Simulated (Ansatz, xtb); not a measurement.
## Two structures of AlFOS−

Structure I is a doublet given by its coordinates and structure II is a doublet given by its coordinates. Both are isolated ions in the gas phase, relaxed with B3LYP-D3(BJ)/def2-SVPD.

I (Å):

| atom | x (Å) | y (Å) | z (Å) |
| --- | --- | --- | --- |
| Al | -0.9031 | -1.3608 | -0.8594 |
| F | 0.4729 | -0.8349 | -1.7646 |
| O | -1.9985 | -2.5996 | -1.5146 |
| S | -3.0643 | -1.1186 | -1.4964 |

Close contacts (Å): Al1–F2 1.73, Al1–O3 1.78, Al1–S4 2.27, O3–S4 1.82.

II (Å):

```yaml
atoms:
  - { symbol: Al, position_ang: [0.0734, 0.3025, -0.3163] }
  - { symbol: F, position_ang: [1.5861, -0.3955, -0.7091] }
  - { symbol: O, position_ang: [-0.6640, 1.3692, -1.4194] }
  - { symbol: S, position_ang: [-0.9410, -0.1081, 1.5131] }
```

Close contacts (Å): Al1–F2 1.71, Al1–O3 1.70, Al1–S4 2.13.

**Question.** Estimate which is lower in electronic energy at CCSD(T)/def2-SVPD + ΔMP2/def2-TZVPPD, and by roughly how much.

**Answer.** The CCSD(T)/def2-SVPD + ΔMP2/def2-TZVPPD calculation puts structure II lower, by 90.4 kJ/mol.

The same difference at several levels:

| level | geometry | E(II) − E(I) (kJ/mol) | departure from the last row (kJ/mol) | job, with rough time for the two |
| --- | --- | --- | --- | --- |
| B3LYP-D3(BJ)/def2-SVPD | B3LYP-D3(BJ)/def2-SVPD | −132.0 | −41.6 | optimisation, 77 s |
| HF/def2-SVPD | B3LYP-D3(BJ)/def2-SVPD | −182.8 | −92.3 | part of the CCSD(T) run |
| MP2/def2-SVPD | B3LYP-D3(BJ)/def2-SVPD | −64.7 | +25.7 | part of the CCSD(T) run |
| CCSD(T)/def2-SVPD | B3LYP-D3(BJ)/def2-SVPD | −104.2 | −13.8 | single point |
| CCSD(T)/def2-SVPD + ΔMP2/def2-TZVPPD | B3LYP-D3(BJ)/def2-SVPD | −90.4 |  | single point, 1.8 min |

The levels shown agree on the order. The largest departure from CCSD(T)/def2-SVPD + ΔMP2/def2-TZVPPD is that of HF/def2-SVPD, 92.3 kJ/mol. Levels run at GFN2-xTB geometries aren't shown. The last row adds to CCSD(T) the change of the MP2 difference between the two basis sets, here +13.8 kJ/mol, a large step that makes the value less sure.

With harmonic frequencies from B3LYP-D3(BJ)/def2-SVPD (ideal gas, rigid rotor, one conformer each, 298.15 K, 1 atm): the zero-point term adds −0.4 kJ/mol; ΔH is −90.5 and ΔG −91.9 kJ/mol.

The T1 diagnostic of structure II is large, so the coupled-cluster value is less sure. Open shells are spin-unrestricted. The correlated steps freeze 12 core orbitals. Mirror images aren't counted in ΔG. Codes used: Ansatz 0.2.0; the last row on 2 threads of Intel(R) Xeon(R) Platinum 8259CL CPU @ 2.50GHz (Skylake/Cascade Lake) on a shared host.
